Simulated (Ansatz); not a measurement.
Which is lower?

The two ends of one reaction step of CH4BrGa, closed shell (PBE0-D4/def2-TZVP).

A:

Ga1  (0.060, -0.293, -0.306)
Br2  (0.649, -2.914, -3.067)
H3  (0.424, -1.916, -2.015)
C4  (-0.239, 1.080, 1.136)
H5  (-1.233, 0.968, 1.585)
H6  (-0.165, 2.096, 0.733)
H7  (0.504, 0.979, 1.935)
(Å)

B:

```xyz
7
angstrom
Ga -0.1813 -0.7702 -0.6140
Br 1.6982 -1.0525 -1.9238
H -1.3245 -1.7866 -0.9203
C -0.0771 0.6873 0.6810
H -0.9891 0.7766 1.2719
H 0.1041 1.6273 0.1552
H 0.7696 0.5181 1.3500
```

Computed with Ansatz 0.2.0 (basis: def2-TZVPP); correlated methods freeze the cores. Filled d shells of the heavier atoms are correlated. The def2 sets are not built for correlating such inner shells, so the correlated values are less sure here. B3LYP uses VWN-RPA correlation.

(1) Which structure is lower at CCSD(T), and by how much? (To be estimated.)

The T1 diagnostic stays at or below 0.011.

Answers

(1) By the calculation: B, by 199.7 kJ/mol (electronic energy, against the other). By their contacts, A is a complex of CH₃Ga ([CH3][Ga]) + HBr and B is CH₄BrGa ([CH3][GaH][Br]).

All methods give the same order:

| method | E(B) − E(A) (kJ/mol) |
| --- | --- |
| SPW92 | -187.0 |
| PBE-D4 | -171.4 |
| BLYP-D4 | -154.5 |
| r2SCAN-D4 | -201.4 |
| B97M-V | -198.1 |
| PBE0-D4 | -190.4 |
| B3LYP-D4 | -172.2 |
| r2SCAN0-D4 | -208.1 |
| BHLYP-D4 | -194.4 |
| CAM-B3LYP-D4 | -187.9 |
| wB97X-V | -204.6 |
| wB97M-V | -191.2 |
| B2PLYP | -187.5 |
| PBE-QIDH | -212.0 |
| RPA on PBE | -189.5 |
| HF | -212.1 |
| MP2 | -211.4 |
| CCSD | -200.8 |
| CCSD(T) | -199.7 |

Labels in which every atom is bracketed show which atoms are joined, not bond orders.

For scale, one of the runs: CCSD(T)/def2-TZVPP, 183 basis functions, launched by `ansatz run in.yaml --threads 4 --pin off --events-out ev --progress --plain --max-ram 9574MiB`. The run took 60 s on 4 CPU threads of an Arm Neoverse V1 (shared host), with 1.9 GiB of host memory at its peak.
